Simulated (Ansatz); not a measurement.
`C=C([SiH3])C=S` and `C=C([SiH3])[SiH2]O` differ in one atom or group.

Ansatz, PBE0-D4/def2-TZVP geometries, multiplicity 1. Each molecule was computed in one conformer, which needn't be the lowest.

```csv
property,`C=C([SiH3])C=S`
HOMO–LUMO gap (PBE0/def2-TZVPP) / eV,3.74
LUMO energy (PBE/def2-TZVPP) / eV,-3.70
size of the dipole moment (B3LYP/def2-TZVPP) / D,2.09
LUMO energy (ωB97M-V/def2-TZVPP) / eV,-0.74
HOMO energy (PBE/def2-TZVPP) / eV,-5.35
LUMO energy (B3LYP/def2-TZVPP) / eV,-3.00
```

(1) What does the change do to each property? (An estimate is asked.)

## Answers

(1) Ansatz gave: 
```csv
property,`C=C([SiH3])[SiH2]O`,shift
HOMO–LUMO gap (PBE0/def2-TZVPP) / eV,7.19,3.45
LUMO energy (PBE/def2-TZVPP) / eV,-1.88,1.82
size of the dipole moment (B3LYP/def2-TZVPP) / D,1.56,-0.53
LUMO energy (ωB97M-V/def2-TZVPP) / eV,1.20,1.94
HOMO energy (PBE/def2-TZVPP) / eV,-6.86,-1.51
LUMO energy (B3LYP/def2-TZVPP) / eV,-1.09,1.91
```

With PBE0 the HOMO falls by 1.50 eV and the LUMO rises by 1.94 eV, so the gap widens by about 3.44 eV. PBE moves the HOMO by -1.51 eV and ωB97M-V by -1.48 eV. Dipoles are sizes alone; their direction can turn.

B3LYP here is the variant with VWN-RPA as its local correlation; programs differ in this.
